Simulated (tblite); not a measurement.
(5,2) BN nanotube piece (B10H14N10) at step 2 of a GFN2-xTB optimisation (tblite, gas phase), coordinates in Å:

```
  1 B     2.454    0.702    0.660
  2 N     1.746    1.867    0.331
  3 B     1.411    2.145   -1.063
  4 N     0.147    2.605   -1.395
  5 B     0.877    2.412    1.370
  6 N    -0.470    2.543    1.032
  7 B    -0.876    2.365   -0.368
  8 N    -2.021    1.629   -0.694
  9 B    -2.429    0.659    0.314
 10 N    -2.355   -0.705   -0.017
 11 B    -2.181   -1.108   -1.410
 12 N    -1.275   -2.103   -1.748
 13 B    -1.852   -1.593    1.017
 14 N    -0.683   -2.318    0.678
 15 B    -0.265   -2.354   -0.717
 16 N     1.105   -2.237   -1.042
 17 B     0.340   -2.398    1.722
 18 N     1.589   -1.882    1.383
 19 B     1.871   -1.537   -0.021
 20 N     2.545   -0.354   -0.343
 21 H     2.921    0.515    1.736
 22 H     2.247    1.984   -1.886
 23 H    -0.103    2.951   -2.307
 24 H     1.310    2.712    2.429
 25 H    -1.175    2.677    1.737
 26 H    -2.413    1.597   -1.612
 27 H    -2.759    1.045    1.385
 28 H    -2.844   -0.574   -2.232
 29 H    -1.208   -2.519   -2.658
 30 H    -2.358   -1.656    2.084
 31 H     1.461   -2.401   -1.961
 32 H     0.093   -2.860    2.777
 33 H     2.278   -1.669    2.085
 34 H     2.873   -0.144   -1.266
```

(1) What are the forces on the atoms (eV/Å)?

Answers

(1) 
```
  1 B     0.59   -0.09    0.08
  2 N    -0.30    0.20   -0.37
  3 B     0.67   -0.02    0.18
  4 N    -0.60    0.43    0.61
  5 B     0.47    0.06    0.11
  6 N     0.03    0.18   -0.86
  7 B     0.45   -0.18    0.16
  8 N    -0.75    0.55    0.83
  9 B    -0.56    0.20    0.03
 10 N     0.04   -0.18   -0.34
 11 B    -0.57    0.27    0.03
 12 N     0.22   -0.53    0.74
 13 B    -0.23   -0.12   -0.08
 14 N     0.31    0.05   -0.21
 15 B    -0.20    0.40    0.10
 16 N     0.25   -0.51    0.86
 17 B    -0.37   -0.32   -0.03
 18 N     0.05   -0.13   -0.82
 19 B    -0.36   -0.15    0.24
 20 N     0.98   -0.06    0.76
 21 H    -0.28    0.10   -0.14
 22 H    -0.12    0.18    0.03
 23 H     0.01   -0.28   -0.04
 24 H    -0.14   -0.21   -0.13
 25 H     0.01    0.05   -0.10
 26 H     0.27   -0.30   -0.37
 27 H     0.20   -0.22   -0.10
 28 H     0.03   -0.21    0.02
 29 H     0.11    0.17   -0.22
 30 H     0.18    0.13   -0.17
 31 H     0.02    0.27   -0.35
 32 H     0.01    0.22   -0.05
 33 H     0.00   -0.05   -0.10
 34 H    -0.40    0.12   -0.28
```
